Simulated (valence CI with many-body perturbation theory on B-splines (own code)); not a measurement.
E1 line list for W XXV

Calculated by valence CI with perturbative core correlation (CI+MBPT): four valence electrons over a frozen Dirac-Fock core [Kr] 4d10, a basis of 7 s, 7 p, 7 d, 7 f, 4 g, 2 h functions for each j, with the one-electron correlation potential Σ1, the two-electron term Σ2, the three-electron term Σ3, Breit, model QED; selected CI, second order for the rest (own B-spline code, finite nucleus).

No measured spectrum was set against this ion. As an estimate, terms of the open shell hold to a few per cent of their energy, and close levels can change places.

Lines 151 to 200 of 336 in falling wavelength, among levels below 1159900 cm⁻¹, chosen from the strongest by gf and those to the six lowest levels. Wavelengths and rates use the calculated energies, so an error of 2000 cm⁻¹ moves a line at 32.21 nm by 0.64 % and its rate by three times that or more. Electric multipoles are in the length gauge, E1 and E2 with the static RPA response of the core. Weak lines are less certain than strong ones. Lines between different terms over intervals too small for the method are left out, as are lines whose strength nearly cancels. Where a level lies close to another of its J and parity, the split of strength between their lines is uncertain. The highest levels of a list are the least certain.

Names give the largest LS component (configuration and term), which can be under half, so a name can repeat, a term be missing and a line seem to break the LS rules; names also repeat where a configuration has a term twice. Letters in brackets count levels of one name in rising energy.

| λ vac (nm) | Upper | Lower | A (s⁻¹) | log gf | Branch % |
| --- | --- | --- | --- | --- | --- |
| 32.21 | 4f3 5p 5K_5 | 4f3 5s 3I°_5 [a] | 5.28e+08 | -1.04 | 4.0 |
| 32.20 | 4f3 5p 3I_5 | 4f3 5s 3K°_6 | 2.77e+06 | -3.33 | 0.0 |
| 31.96 | 4f3 5p 5K_6 | 4f3 5s 3G°_5 [a] | 7.59e+07 | -1.82 | 0.6 |
| 31.93 | 4f3 5p 3H_4 [b] | 4f3 5s 3G°_3 [b] | 3.28e+07 | -2.35 | 0.2 |
| 31.92 | 4f3 5p 5K_6 | 4f3 5s 3I°_6 [a] | 2.01e+08 | -1.40 | 1.5 |
| 31.86 | 4f3 5p 5G_3 | 4f3 5s 3G°_3 [b] | 2.42e+08 | -1.59 | 1.8 |
| 31.84 | 4f3 5p 5G_2 | 4f3 5s 3F°_2 [a] | 4.56e+08 | -1.46 | 3.4 |
| 31.78 | 4f3 5p 3D_1 | 4f3 5s 3S°_1 | 1.77e+07 | -3.09 | 0.1 |
| 31.73 | 4f3 5p 5K_5 | 4f3 5s 5I°_6 | 1.86e+07 | -2.51 | 0.1 |
| 31.70 | 4f3 5p 5K_7 | 4f3 5s 3I°_7 [a] | 2.72e+07 | -2.21 | 0.2 |
| 31.68 | 4f3 5p 3D_2 | 4f3 5s 3G°_3 [b] | 5.00e+08 | -1.42 | 3.7 |
| 31.68 | 4f3 5p 3I_5 | 4f3 5s 5F°_5 | 2.25e+07 | -2.43 | 0.2 |
| 31.56 | 4f3 5p 5I_5 | 4f3 5s 3G°_5 [a] | 3.43e+07 | -2.25 | 0.2 |
| 31.53 | 4f3 5p 5G_2 | 4f3 5s 5G°_3 | 1.38e+07 | -2.99 | 0.1 |
| 31.53 | 4f3 5p 5I_5 | 4f3 5s 3I°_6 [a] | 7.86e+08 | -0.89 | 5.6 |
| 31.51 | 4f3 5p 5I_5 | 4f3 5s 3H°_4 [a] | 2.39e+08 | -1.41 | 1.7 |
| 31.45 | 4f3 5p 5H_6 | 4f3 5s 3I°_7 [a] | 4.20e+08 | -1.09 | 3.0 |
| 31.44 | 4f3 5p 3H_4 [b] | 4f3 5s 5F°_5 | 1.23e+07 | -2.78 | 0.1 |
| 31.42 | 4f3 5p 3I_5 | 4f3 5s 5G°_4 | 3.60e+07 | -2.23 | 0.3 |
| 31.38 | 4f3 5p 3D_1 | 4f3 5s 3F°_2 [a] | 1.05e+09 | -1.33 | 7.6 |
| 31.24 | 4f3 5p 3H_4 [a] | 4f3 5s 3I°_5 [a] | 1.09e+09 | -0.84 | 7.8 |
| 31.18 | 4f3 5p 3H_4 [b] | 4f3 5s 5G°_4 | 5.06e+07 | -2.18 | 0.4 |
| 31.12 | 4f3 5p 5G_3 | 4f3 5s 5G°_4 | 1.63e+07 | -2.78 | 0.1 |
| 30.96 | 4f3 5p 3H_4 [b] | 4f3 5s 3G°_3 [a] | 4.73e+08 | -1.21 | 3.4 |
| 30.93 | 4f3 5p 5G_2 | 4f3 5s 5G°_2 [a] | 1.22e+08 | -2.06 | 0.9 |
| 30.89 | 4f3 5p 5G_3 | 4f3 5s 3G°_3 [a] | 1.57e+06 | -3.80 | 0.0 |
| 30.88 | 4f3 5p 5K_6 | 4f3 5s 5I°_7 | 1.42e+08 | -1.58 | 1.0 |
| 30.78 | 4f3 5p 5G_2 | 4f3 5s 5F°_3 | 1.37e+07 | -3.01 | 0.1 |
| 30.74 | 4f3 5p 3D_1 | 4f3 5s 5G°_2 [b] | 7.23e+07 | -2.51 | 0.5 |
| 30.72 | 4f3 5p 3D_2 | 4f3 5s 3G°_3 [a] | 5.76e+08 | -1.39 | 4.2 |
| 30.67 | 4f3 5p 3D_2 | 4f3 5s 3S°_1 | 8.68e+08 | -1.21 | 6.4 |
| 30.49 | 4f3 5p 3D_1 | 4f3 5s 5G°_2 [a] | 7.59e+08 | -1.50 | 5.5 |
| 30.48 | 4f3 5p 3I_5 | 4f3 5s 5F°_4 | 5.06e+08 | -1.11 | 3.7 |
| 30.46 | 4f3 5p 5G_3 | 4f3 5s 3F°_2 [a] | 1.63e+09 | -0.80 | 11.9 |
| 30.37 | 4f3 5p 5K_7 | 4f3 5s 5I°_8 | 2.48e+08 | -1.29 | 1.8 |
| 30.30 | 4f3 5p 3D_2 | 4f3 5s 3F°_2 [a] | 4.07e+08 | -1.55 | 3.0 |
| 30.26 | 4f3 5p 3H_4 [b] | 4f3 5s 5F°_4 | 1.10e+08 | -1.87 | 0.8 |
| 30.24 | 4f3 5p 3H_4 [b] | 4f3 5s 5G°_3 | 6.41e+08 | -1.10 | 4.6 |
| 30.19 | 4f3 5p 5G_3 | 4f3 5s 5F°_4 | 5.87e+08 | -1.25 | 4.3 |
| 30.18 | 4f3 5p 5G_3 | 4f3 5s 5G°_3 | 4.13e+08 | -1.40 | 3.0 |
| 30.18 | 4f3 5p 5K_5 | 4f3 5s 5I°_5 | 4.41e+09 | -0.18 | 33.1 |
| 30.13 | 4f3 5p 5K_7 | 4f3 5s 3I°_6 [a] | 6.20e+09 | 0.10 | 45.2 |
| 30.02 | 4f3 5p 3D_2 | 4f3 5s 5G°_3 | 2.66e+08 | -1.75 | 1.9 |
| 29.95 | 4f3 5p 5K_6 | 4f3 5s 3I°_5 [a] | 6.10e+09 | 0.03 | 44.8 |
| 29.94 | 4f3 5p 5H_6 | 4f3 5s 3G°_5 [a] | 7.45e+05 | -3.89 | 0.0 |
| 29.91 | 4f3 5p 5H_6 | 4f3 5s 3I°_6 [a] | 3.73e+09 | -0.19 | 26.5 |
| 29.86 | 4f3 5p 5G_3 | 4f3 5s 5G°_2 [b] | 3.59e+08 | -1.47 | 2.6 |
| 29.78 | 4f3 5p 5G_2 | 4f3 5s 5F°_2 | 5.77e+09 | -0.42 | 42.6 |
| 29.70 | 4f3 5p 3D_2 | 4f3 5s 5G°_2 [b] | 1.58e+08 | -1.98 | 1.2 |
| 29.64 | 4f3 5p 3I_5 | 4f3 5s 3G°_5 [a] | 4.99e+09 | -0.14 | 36.5 |
